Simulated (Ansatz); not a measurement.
Si₃Se₄⁺. Charge 1, multiplicity 4. Geometry PBE-D4/def2-SVP; atoms count from 1.

Cartesian coordinates in Å:
```
Si 1.168 -1.319 0.162
Si -1.540 -0.134 0.860
Si 0.609 1.617 -0.380
Se 0.653 0.451 1.768
Se -1.706 1.573 -0.736
Se 1.799 0.039 -1.640
Se -0.983 -2.227 -0.034
```

At PBE0-D4/def2-TZVP a doublet of charge 1 lies 0.06 eV below the quartet, each at its own geometry. The structure comes from a short search, and lower isomers may exist.

**Question.** Estimate the Mulliken populations from the PBE0/def2-TZVP orbitals of Ansatz.

**Answer.** 
```tsv
atom	charge (e)	spin (α − β)
Si1	0.31	0.55
Si2	0.31	0.55
Si3	0.31	0.55
Se4	0.05	0.28
Se5	0.00	0.36
Se6	0.00	0.36
Se7	0.00	0.36
```
Mulliken values depend strongly on the basis.

**Question.** Where does the spin sit?

**Answer.** Summed by element: Si 1.64, Se 1.36, of 3 unpaired in all. Largest on single atoms: Si2 0.55, Si1 0.55, Si3 0.55.

**Question.** And the Mayer bond orders between heavy atoms (over 0.3)?

**Answer.** Si1–Se4 0.83 (2.44 Å); Si1–Se6 1.11 (2.34 Å); Si1–Se7 1.11 (2.34 Å); Si2–Se4 0.83 (2.44 Å); Si2–Se5 1.11 (2.34 Å); Si2–Se7 1.11 (2.34 Å); Si3–Se4 0.83 (2.44 Å); Si3–Se5 1.11 (2.34 Å); Si3–Se6 1.11 (2.34 Å).
